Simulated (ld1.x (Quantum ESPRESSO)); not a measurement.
# zinc (Zn), TM: configuration errors across variants

```
Element                 : zinc
Generator               : ld1.x (Quantum ESPRESSO) 7.5
Type                    : norm-conserving Troullier–Martins (Kleinman–Bylander form)
Functional              : PBE
Relativity              : scalar-relativistic
Frozen core             : [Ne] 3s2
Valence charge          : 18
Reference configuration : 3p6 3d10 4s2 4p0
Partial waves           : 4s (bound): rc 2.10 bohr; 3p (bound): rc 1.20 bohr; 3d (bound): rc 0.90 bohr
Local potential         : the d channel
Core correction         : Bessel-smoothed model core inside 0.55 bohr
```

All-electron excitation energies from the reference (eV): (1) 3p6 3d10 4s1 4p0 9.888; (2) 3p6 3d10 4s0 4p0 28.331; (3) 3p6 3d9 4s0 4p0 68.865; (4) 3p6 3d9 4s2 4p1 12.244; (5) 3p6 3d10 4s0 4p2 10.558.

Tests that are not counted but printed errors over 1 eV. “base”: 3p6 3d9 4s2 4p0 (solver errors, printed error -17.6 eV); 3p5 3d10 4s2 4p0 (solver errors, printed error -19.3 eV). “wave 4s (bound): rc 2.10 bohr becomes 4s (bound): rc 1.80 bohr”: 3p6 3d9 4s2 4p1 (solver errors, printed error -4177 eV); 3p6 3d9 4s2 4p0 (solver errors, printed error -19.1 eV); 1 more. “wave 4s (bound): rc 2.10 bohr becomes 4s (bound): rc 1.96 bohr”: 3p6 3d9 4s2 4p0 (solver errors, printed error -4183 eV); 3p5 3d10 4s2 4p0 (solver errors, printed error -19.2 eV). “wave 4s (bound): rc 2.10 bohr becomes 4s (bound): rc 2.18 bohr”: 3p6 3d9 4s2 4p0 (solver errors, printed error -4172 eV); 3p5 3d10 4s2 4p0 (solver errors, printed error -3973 eV). “wave 4s (bound): rc 2.10 bohr becomes 4s (bound): rc 2.36 bohr”: 3p5 3d10 4s2 4p0 (solver errors, printed error -19.3 eV).

A true bound ghost makes a file unfit for plane-wave use even where its test errors are small: the radial tests pick states by their node count and pass the ghost by. Where a test does run into it, the solver fails or the error is huge.

Errors AE − PS in meV (a dash: test not solved or not reliable):

```tsv
change	(1)	(2)	(3)	(4)	(5)	bound ghosts
base	-5.3	-44	+9.7	-14	-64	s
wave 4s (bound): rc 2.10 bohr becomes 4s (bound): rc 1.32 bohr	-1.0	-14	-16	+19	-44	s
wave 4s (bound): rc 2.10 bohr becomes 4s (bound): rc 1.80 bohr	-6.1	-45	+37	–	-64	s
wave 4s (bound): rc 2.10 bohr becomes 4s (bound): rc 1.96 bohr	-5.9	-45	+31	-26	-64	s
wave 4s (bound): rc 2.10 bohr becomes 4s (bound): rc 2.18 bohr	-5.1	-44	-1.8	-7.1	-64	s
wave 4s (bound): rc 2.10 bohr becomes 4s (bound): rc 2.36 bohr	-4.7	-47	-52	+19	-67	s
wave 4s (bound): rc 2.10 bohr becomes 4s (bound): rc 2.56 bohr	-4.9	-63	-165	+69	-79	s
wave 4s (bound): rc 2.10 bohr becomes 4s (bound): rc 2.72 bohr	-5.5	-78	-243	+101	-89	s
wave 4s (bound): rc 2.10 bohr becomes 4s (bound): rc 2.96 bohr	-7.7	-112	-389	+156	-110	s
wave 4s (bound): rc 2.10 bohr becomes 4s (bound): rc 3.18 bohr	-12	-161	-567	+217	-139	s
```

(1) Give the same row for: wave 4s (bound): rc 2.10 bohr becomes 4s (bound): rc 1.52 bohr.

## Answers

(1) -4.5, -37, +17, -9.6, -59; bound ghosts: s.
